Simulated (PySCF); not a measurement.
# J couplings in n-GeGeGeGeH10

Geometry (Å), atoms numbered from 1 in this order:
```xyz
14

Ge    2.982    0.288    0.688
Ge    0.826   -0.782    0.405
Ge   -0.836    0.791   -0.396
Ge   -2.979   -0.302   -0.686
H     2.867    1.433    1.711
H     3.451    0.876   -0.657
H     4.040   -0.715    1.185
H     0.355   -1.372    1.750
H     0.946   -1.946   -0.600
H    -0.362    1.389   -1.737
H    -0.970    1.950    0.614
H    -3.474   -0.833    0.672
H    -4.032    0.670   -1.251
H    -2.831   -1.491   -1.654
```

Method: PBE/pcJ-1 (pcSseg-1 on Ge) (without the spin–dipole term)//PBE0-D3(BJ)/def2-SVP, PySCF; isolated molecule, single conformer, non-relativistic. Couplings are averaged over pairs made equivalent by symmetry, fast rotation or ring inversion, so a value needn't be that of the named pair in this geometry, while other rotamers aren't included; one pair stands for each set, and the list holds those of at least 0.8 Hz over up to four bonds.

Isotopes: 1H.

```tsv
pair	bonds	J (Hz)
H5, H6	2	?
H8, H9	2	2.5
H5, H8	3	?
H8, H10	3	5.5
```

Estimate the withheld couplings, with signs.

## Answers


- 2J(H5,H6) = 3.7 Hz
- 3J(H5,H8) = 3.2 Hz (mean over equivalent pairs that range from -1.6 to 12.5 Hz in this conformer)

Relativistic effects of the heavier atoms present are left out.
